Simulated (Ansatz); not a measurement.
Total energies of B2FH3Si (`FB1B[SiH2]1`).

```csv
atom,x (Å),y (Å),z (Å)
F1,1.105,2.172,0.333
B2,0.434,1.155,0.709
B3,-0.359,-0.130,0.988
Si4,-0.171,-0.711,-0.766
H5,-0.907,-0.637,1.908
H6,-0.673,-1.955,-1.406
H7,0.571,0.106,-1.766
```

Charge 0, multiplicity 1. The geometry is a stationary point of PBE0-D4/def2-TZVP. Basis def2-TZVPP, Ansatz.

RPA on PBE orbitals: Hartree–Fock energy of these orbitals -439.46209 Eh, correlation -0.95755 Eh (frozen core).

```
             functional  energy without D4 (Eh)  D4 term (kJ/mol)
            LDA (SPW92)              -438.50518                 –
                    PBE              -440.54925             -13.2
                   BLYP              -440.84389             -29.4
                 B97M-V              -440.79572                 –
                   PBE0              -440.58392             -11.1
HSE06 (plane-wave form)              -440.56984             -10.4
                  BHLYP              -440.80875             -17.4
              CAM-B3LYP              -440.81617             -11.3
                 B2PLYP              -440.64767                 –
               PBE-QIDH              -440.47124                 –
```

**Question.** Give the same for revPBE, r2SCAN, B3LYP, r2SCANh, r2SCAN0, LC-ωPBE, ωB97X-V, ωB97M-V. (Estimate.)

**Answer.** Computed: 
```tsv
functional	energy without D4 (Eh)	D4 term (kJ/mol)
revPBE	-440.77226	-38.8
r2SCAN	-440.77516	-3.0
B3LYP	-440.90754	-21.7
r2SCANh	-440.76520	-3.2
r2SCAN0	-440.75122	-3.6
LC-ωPBE	-440.66821	–
ωB97X-V	-440.77552	–
ωB97M-V	-440.79929	–
```

B3LYP takes the VWN-RPA correlation (the form of Gaussian; ORCA's B3LYP/G). HSE06 is the plane-wave form, built on full-range PBE exchange. The double hybrids freeze the cores in their second-order part.

LC-ωPBE has ω = 0.4 bohr⁻¹.
